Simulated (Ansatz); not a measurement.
Reactions of C3H4F2O, SMILES `COC(F)=CF`.

Computed with Ansatz on PBE0-D4/def2-TZVP structures; ΔE is electronic, products minus reactants. CCSD(T)/CBS is the MP2 limit (def2-TZVPP, def2-QZVPP) plus CCSD(T) − MP2 in def2-TZVPP, frozen cores. This one scheme is used for every species, atoms too. Double bonds are as drawn, so ΔE can hold a change between cis and trans. No spin–orbit coupling; open shells (•) take unrestricted orbitals. Spin–orbit coupling would lower the free atoms: a little for C, F, O. Each species was taken in one conformer, which may not be the lowest.

Order these by ΔE at CCSD(T)/CBS, lowest first. (Best estimate.)
A. `CO/C(F)=C/F` + `[AlH3]` → `CO/C(F)=[CH]/[AlH2]` + H–F
B. `CO/C(F)=C/F` + CH₄ → `CO/C(C)=C\F` + H–F
C. `CO/C(F)=C/F` → 3 C• + 2 F• + 4 H• + O•
D. `CO/C(F)=C/F` + H₂ → `CO/C=C/F` + H–F
E. `CO/C(F)=C/F` + CH₄ → `C/C=C(\F)OC` + H–F
F. `CO/C(F)=C/F` + HCl → `F/C=C(\F)Cl` + CH₃OH

A (-1.54 eV), D (-1.01 eV), E (-0.73 eV), B (-0.50 eV), F (+0.28 eV), C (+41.78 eV).

Largest T1 diagnostic: 0.013, for `CO/C(F)=[CH]/[AlH2]`.
